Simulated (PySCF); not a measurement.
Series: H2E=E'H2. Gas-phase values, no solvent. One relaxed conformer stands for each flexible species; it need not be the lowest. Strings in code marks are SMILES.

Calculation: PySCF with PBE-D3(BJ)/def2-TZVP // CAM-B3LYP-D3(BJ)/def2-TZVP. All candidates: neutral, multiplicity 1. Excitations are Tamm–Dancoff values on a coarser integration grid. The basis has no diffuse functions, so Rydberg states are missing or too high.

| Quantity | Result |
|---|---|
| HOMO–LUMO gap | 4.86 eV |
| brightest of the four lowest singlets (TDA) | 5.75 eV |
| HOMO | -6.23 eV |

Which member has these values?
A) `[NH2][GaH2]`
B) `[NH2][AlH2]`
C) `[CH2]=[SnH2]`
D) `BN`

B, `[NH2][AlH2]`. The others give `BN`: 6.61 eV, 8.30 eV, -7.34 eV; `[CH2]=[SnH2]`: 2.95 eV, 4.89 eV, -5.24 eV; `[NH2][GaH2]`: 4.61 eV, 5.72 eV, -6.09 eV
